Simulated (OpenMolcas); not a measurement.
**OpenMolcas run: Se²⁺**

Input:

```
&GATEWAY
Coord
1

Se 0.0 0.0 0.0
Basis=ANO-RCC-VQZP
Group=XYZ
NoMove
AngMom=0.0 0.0 0.0
AMFI
&SEWARD
&RASSCF
FileOrb=start.orb
Symmetry=1
Spin=3
nActEl=2 0 0
Inactive=9 6
Ras2=0 3
CIRoot=3 3 1
SDav=3
CIMx=300
Iter=120 100
PrWF=0.3
OrbListing=Nothing
MaxOrb=0
Atom
>>> COPY $Project.JobIph JOB001
&RASSCF
FileOrb=start.orb
Symmetry=1
Spin=1
nActEl=2 0 0
Inactive=9 6
Ras2=0 3
CIRoot=6 6 1
SDav=6
CIMx=300
Iter=120 100
PrWF=0.3
OrbListing=Nothing
MaxOrb=0
Atom
>>> COPY $Project.JobIph JOB002
&RASSI
NrOfJobIphs=2 3 6
1 2 3
1 2 3 4 5 6
IphNames
JOB001
JOB002
EJob
SpinOrbit
DIPRint=1.0
SOCoupling=1000.0
Subsets=2
MEES
Property=10
'ANGMOM' 1 'ANGMOM' 2 'ANGMOM' 3 'MLTPL  1' 1 'MLTPL  1' 2 'MLTPL  1' 3
'AMFI' 1 'AMFI' 2 'AMFI' 3 'MLTPL  2' 6
SOProperty=3
'ANGMOM' 1 'ANGMOM' 2 'ANGMOM' 3
```

A driver script runs the steps one by one and writes start.orb anew before each from the orbitals found so far.

Output, cut to the results:

```
--- SEWARD ---
Basis set label: SE.ANO-RCC...7S6P4D2F1G.

      Electronic valence basis set:
      ------------------
      Associated Effective Charge  34.000000 au
      Associated Actual Charge     34.000000 au
      Nuclear Model: Point charge

      Shell  nPrim  nBasis  Cartesian Spherical Contaminant
         s      20       7        X
         p      17       6        X
         d      11       4                 X
         f       4       2                 X
         g       2       1                 X
                  Relativistic Douglas-Kroll-Hess integrals:
                    - DKH order of Hamiltonian: 2
                    - DKH order of Properties : 0
                  Atomic mean-field integrals
--- RASSCF ---
Wave function specifications:
      -----------------------------

      Number of closed shell electrons          30
      Number of electrons in active shells       2
      Max number of holes in RAS1 space          0
      Max nr of electrons in RAS3 space          0
      Number of inactive orbitals               15
      Number of active orbitals                  3
      Number of secondary orbitals              50
      Spin quantum number                      1.0
      State symmetry                             1
Orbital specifications:
      -----------------------

      Symmetry species                           1   2
                                                ag  au
      Frozen orbitals                            0   0
      Inactive orbitals                          9   6
      Active orbitals                            0   3
      RAS1 orbitals                              0   0
      RAS2 orbitals                              0   3
      RAS3 orbitals                              0   0
      Secondary orbitals                        27  23
      Deleted orbitals                           0   0
      Number of basis functions                 36  32
      Number of CSFs                             3
      Number of root(s) required                 3
      Iter CI   SX   CI       RASSCF       Energy    max ROT     max BLB   max BLB  Level Ln srch  Step   QN
          iter iter root      energy       change     param      element    value   shift minimum  type update
 Nr of preliminary CI iterations:   1
      Total energies have been shifted. Add                -2000.00 au
        1   1    8    0  -426.80888542    0.00E+00   1.99E-01*   9  10 1  2.55E-01*  0.00   0.00    SX    NO
        2   1    8    0  -426.89387949   -8.50E-02*  8.04E-03    9  11 1  3.86E-02*  0.00   0.00    SX    NO
        3   1    8    0  -426.89601037   -2.13E-03*  4.68E-03    3  11 1  1.45E-02*  0.00   0.00    SX    NO
        4   1    8    0  -426.89628858   -2.78E-04*  2.02E-03    5  19 1  5.78E-03*  0.00   0.00    SX    NO
        5   1    7    0  -426.89633518   -4.66E-05*  5.78E-04    7  21 1 -2.38E-03*  0.00   0.71    QN   YES
        6   1    6    0  -426.89634509   -9.91E-06*  3.63E-05    9  10 1  1.02E-04*  0.00   1.00    QN   YES
        7   1    4    0  -426.89634510   -4.71E-09  -8.83E-06    9  10 1  1.95E-05   0.00   1.23    QN   YES
      Convergence after  7 iterations
        8   1    4    0  -426.89634510   -1.91E-10  -8.83E-06    9  11 1 -3.74E-07   0.00   1.23    QN   YES
      Natural orbitals and occupation numbers for root  1
      sym 2:  -0.000000   1.000000   1.000000
      Natural orbitals and occupation numbers for root  2
      sym 2:   1.000000   1.000000  -0.000000
      Natural orbitals and occupation numbers for root  3
      sym 2:   1.000000   0.000000   1.000000
::    RASSCF root number  1 Total energy:  -2426.89634510
::    RASSCF root number  2 Total energy:  -2426.89634510
::    RASSCF root number  3 Total energy:  -2426.89634510
--- RASSCF ---
Wave function specifications:
      -----------------------------

      Number of closed shell electrons          30
      Number of electrons in active shells       2
      Max number of holes in RAS1 space          0
      Max nr of electrons in RAS3 space          0
      Number of inactive orbitals               15
      Number of active orbitals                  3
      Number of secondary orbitals              50
      Spin quantum number                      0.0
      State symmetry                             1
Orbital specifications:
      -----------------------

      Symmetry species                           1   2
                                                ag  au
...
--- RASSI ---
SPIN-FREE ENERGIES:
  (Shifted by EMIN (a.u.) =      -2426.8963450965)

 SF State       Relative EMIN(au)   Rel lowest level(eV)    D:o, cm**(-1)      L_eff

     1             0.0000000000        0.0000000000              0.0000         1.0
     2             0.0000000000        0.0000000000              0.0000         1.0
     3             0.0000000000        0.0000000000              0.0000         1.0
     4             0.0574957948        1.5645402801          12618.8684         2.0
     5             0.0574957948        1.5645402801          12618.8684         2.0
     6             0.0574957948        1.5645402801          12618.8684         2.0
     7             0.0574957948        1.5645402801          12618.8684         2.0
     8             0.0574957948        1.5645402801          12618.8684         2.0
     9             0.1428023769        3.8858506347          31341.4990         0.0
     Dipole printing threshold changed to   1.00000000E+00
Eigenvalues of complex Hamiltonian:
   -----------------------------------
  (Shifted by EMIN (a.u.) =      -2426.8963450965)

 SO State       Relative EMIN(au)   Rel lowest level(eV)    D:o, cm**(-1)     J-value

     1            -0.0118404610        0.0000000000              0.0000         0.0
     2            -0.0052237572        0.1800496828           1452.1986         0.6
     3            -0.0052237572        0.1800496828           1452.1986         1.0
     4            -0.0052237572        0.1800496828           1452.1986         0.6
     5             0.0042130675        0.4368387645           3523.3422         1.1
     6             0.0042130675        0.4368387645           3523.3422         1.8
     7             0.0042130675        0.4368387645           3523.3422         1.3
     8             0.0042130675        0.4368387645           3523.3422         1.8
     9             0.0042130675        0.4368387645           3523.3422         1.7
...
```

The J values that RASSI prints are effective ones from its own formula and need not be integers or half-integers; the table below assigns J from the states.

Levels above the lowest, from the spin-orbit matrix, grouped by J:

```tsv
Configuration	Term	J	E (cm-1)	Measured (cm-1)	g	Term weight %
4s2 4p2	3P	0	0.0	0.0		99
4s2 4p2	3P	1	1452	1741	1.501	100
4s2 4p2	3P	2	3523	3937	1.492	98
4s2 4p2	1D	2	15439	13032	1.009	98
4s2 4p2	1S	0	34246			99
```

Against the 3 measured excited levels shown (Moore, Atomic Energy Levels, vol. II, NSRDS-NBS 35 (1971 reprint of NBS Circular 467, 1952)) the mean absolute deviation is 1000 cm-1; the largest miss in energy is 4s2 4p2 1D2: computed 15439, measured 13032 cm-1 (+18.5 %).

With the s shell closed, the reference lacks s² → p² mixing. Computed and measured levels are paired by configuration, term and J; levels that our copy of the source lacks, or whose pairing is in doubt (as where it misses far off the trend of its configuration), stay unpaired and out of the deviations. Levels of configurations outside the active space are missing.

The term weight is that of the spin-free term in the level, not the purity of its configuration.
